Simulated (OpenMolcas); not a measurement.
W2+ (d4) among equal point charges was computed by CASSCF with the d shell active (OpenMolcas, ANO-RCC-VDZP on the metal). Its lowest spin-free states, and all those of the highest spin:

| 2S+1 | Degeneracy | E (cm-1) |
| --- | --- | --- |
| 5 | 2 | 0.0 |
| 3 | 3 | 2467 |
| 1 | 3 | 9693 |
| 1 | 2 | 10631 |
| 5 | 3 | 13400 |
| 3 | 2 | 13950 |
| 3 | 3 | 14129 |
| 3 | 3 | 14784 |
| 1 | 1 | 16098 |
| 3 | 1 | 16231 |
| 3 | 1 | 16635 |
| 3 | 2 | 19268 |

**Question.** Is the site octahedral, tetrahedral or cube-like, axial, or of lower symmetry?

**Answer.** The states with 2S+1 = 5 have orbital degeneracies 2, 3. Threefold states need a cubic site. For d4 at this spin an octahedron puts the twofold E below the threefold T2 and a tetrahedron or cube puts the threefold T2 below the twofold E, so the site is octahedral. The first gap at this spin, 13400 cm-1, is |10Dq| in ligand-field theory. The run had W2+ among 6 point charges of -1.7 e arranged as an octahedron (Oh), 2.23 Å from the ion.

Spin-orbit coupling mixes the spin-free states strongly: the lowest level takes only 43 % from its leading state, 5E. Without dynamic correlation the repulsion within the d shell is too large (B by tens of per cent), so at a given field states of lower spin stand too high. This shell can be high or low spin here, a state of another spin lies low, and with metal d orbitals alone active their balance is uncertain, so the ground spin may be wrong. Point charges give a weaker field than real ligands, and real ions of this kind are as a rule low spin; the high spin found here belongs to the model. This is an electrostatic model: the charges have no orbitals. No measured value stands beside these numbers.
